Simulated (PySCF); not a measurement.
selenophene (C4H4Se), SMILES [se]1cccc1. Atoms are numbered in the order given.

```xyz
9

C      0.0000    -0.7148    -1.6789
C      0.0000     0.7148    -1.6789
C      0.0000     1.2888    -0.4333
Se     0.0000     0.0000     0.9093
C      0.0000    -1.2888    -0.4333
H      0.0000    -1.3095    -2.5964
H      0.0000     1.3095    -2.5964
H      0.0000     2.3513    -0.1881
H      0.0000    -2.3513    -0.1881
```
Charge 0, spin multiplicity 1.

The structure is a stationary point at r2SCAN-D4/def2-SVP.

All values below come from PBE/pcSseg-1 in PySCF.

GIAO shieldings, no solvent; atoms alike by connectivity are averaged. δ = σ(ref) − σ: ¹³C against TMS (σ = 182.0 ppm); ⁷⁷Se against Me2Se (σ = 1634.8 ppm); ¹H against TMS (σ = 31.49 ppm), references at their B3LYP-D3(BJ)/def2-TZVP geometries, non-relativistic.

```json
[
 {"atoms": "C3, C5", "nucleus": "¹³C", "count": "2", "δ (ppm)": "[?]"},
 {"atoms": "C1, C2", "nucleus": "¹³C", "count": "2", "δ (ppm)": "133.4"},
 {"atoms": "Se4", "nucleus": "⁷⁷Se", "count": "1", "δ (ppm)": "553.0"},
 {"atoms": "H8, H9", "nucleus": "¹H", "count": "2", "δ (ppm)": "7.81"},
 {"atoms": "H6, H7", "nucleus": "¹H", "count": "2", "δ (ppm)": "[?]"}
]
```

Question: Fill in the missing entries. (An estimate is asked for; the answer gives what the named calculation found.)

Answer: 
- H6, H7, δ (ppm): 7.49
- C3, C5, δ (ppm): 140.3
